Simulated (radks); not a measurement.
The numbers below are computed, except where a source is named.
Valence configurations of Ru I (all share [Kr]). Level of theory: Dirac Kohn-Sham, PBEsol, spin-unpolarised, spherical densities, finite nucleus; open shells fill j = l - 1/2 first; Fermi nuclear charge, rms radius 4.4809 fm (a radial shooting solver on a logarithmic mesh with Libxc functionals). Energies are relative to 4d7 5s1; eigenvalues in eV.

| valence | E (eV) | e(4d3/2) | e(4d5/2) | e(5p1/2) | e(5p3/2) | e(5s1/2) |
|---|---|---|---|---|---|---|
| 4d8 | -0.181 | -3.306 | -3.012 | - | - | - |
| 4d7 5s1 | 0.000 | -5.367 | -5.046 | - | - | -4.258 |
| 4d6.5 5s1.5 | 0.565 | -6.555 | -6.219 | - | - | -4.731 |
| 4d6 5s2 | 1.499 | -7.827 | -7.476 | - | - | -5.216 |
| 4d6.5 5s1 5p0.5 | 2.365 | -7.299 | -6.960 | -1.591 | - | -5.244 |
| 4d7 5p1 | 3.424 | -6.839 | -6.511 | -1.751 | - | - |
| 4d6 5s1 5p1 | 5.378 | -9.207 | -8.852 | -2.161 | - | -6.134 |
| 4d5 5s2 5p1 | 8.947 | -11.885 | -11.499 | -2.615 | - | -7.038 |
| 4d5 5s1 5p2 | 13.450 | -13.052 | -12.662 | -3.176 | - | -7.757 |
| 4d5 5s0.5 5p2.5 | 15.880 | -13.667 | -13.274 | -3.464 | -3.221 | -8.127 |

NIST lists [Kr] 4d7 5s1 as the ground configuration; this level of theory puts 4d8 lower, by 0.181 eV. The energies are those of spherical spin-averaged densities, not of single terms.
